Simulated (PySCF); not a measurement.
PySCF input for Cl₂HOZr, SMILES [OH][Zr+]([Cl])[Cl], charge +1, multiplicity 1, C-PCM-M06-2X/def2-SVP. Geometry optimised at PBE0-D3(BJ)/def2-SVP. The spin state was assumed, not searched. The isomer is the one that the SMILES or the coordinates give; other isomers of the formula were not compared. The def2 effective core potentials stand for the cores of Zr; spin–orbit coupling is left out. Other conformers were not sampled.

```python
import numpy as np
from pyscf import gto, scf, dft
from pyscf.solvent import pcm

mol = gto.M(
    atom='''
    Zr   -0.34083474    0.29580375    0.00000000
    Cl    0.24163900   -0.87722781    1.85985067
    Cl    0.24163900   -0.87722781   -1.85985067
    O     0.53404444    1.91577301   -0.00000000
    H     1.14530802    2.66741140    0.00000000
    ''',
    basis='def2-SVP',
    ecp={'Zr': 'def2-svp'},
    charge=1,
    spin=0,
    max_memory=1600,
    verbose=3,
)
mf = dft.RKS(mol, xc='m06-2x').density_fit(auxbasis='def2-universal-jkfit')
mf.grids.level = 4
mf.conv_tol = 1e-9
mf.max_cycle = 100
mf.kernel()
res = {}
for name, eps in {'water': 78.355, 'N,N-dimethylformamide': 37.219, 'dichloromethane': 8.93}.items():
    s = mf.PCM()
    s.with_solvent.method, s.with_solvent.eps, s.with_solvent.lebedev_order = 'C-PCM', eps, 29
    s.kernel(mf.make_rdm1())
    res[name] = (s.e_tot, eps, s.dip_moment(), s.mo_energy, s.converged)
    print(f'{name}: electrostatic solvation free energy {(s.e_tot - mf.e_tot) * 627.509474:.3f} kcal/mol')
```

Program output:

```
converged SCF energy = -1042.69961174462

WARN: PCM is an experimental feature. It is still in testing.
Features and APIs may be changed in the future.

converged SCF energy = -1042.81915174059

WARN: System has nonzero charge 1; the dipole moment is origin-dependent.
Location of origin: [0. 0. 0.]

Dipole moment(X, Y, Z, Debye): -4.01193,  5.09072, -0.00000
water: electrostatic solvation free energy -75.012 kcal/mol

WARN: PCM is an experimental feature. It is still in testing.
Features and APIs may be changed in the future.

converged SCF energy = -1042.81735422183

WARN: System has nonzero charge 1; the dipole moment is origin-dependent.
Location of origin: [0. 0. 0.]

Dipole moment(X, Y, Z, Debye): -3.99670,  5.07003, -0.00000
N,N-dimethylformamide: electrostatic solvation free energy -73.885 kcal/mol

WARN: PCM is an experimental feature. It is still in testing.
Features and APIs may be changed in the future.

converged SCF energy = -1042.80657201005

WARN: System has nonzero charge 1; the dipole moment is origin-dependent.
Location of origin: [0. 0. 0.]

Dipole moment(X, Y, Z, Debye): -3.90635,  4.94817,  0.00000
dichloromethane: electrostatic solvation free energy -67.119 kcal/mol
```

The run converged.

Cost: around 90 core-seconds (rough).
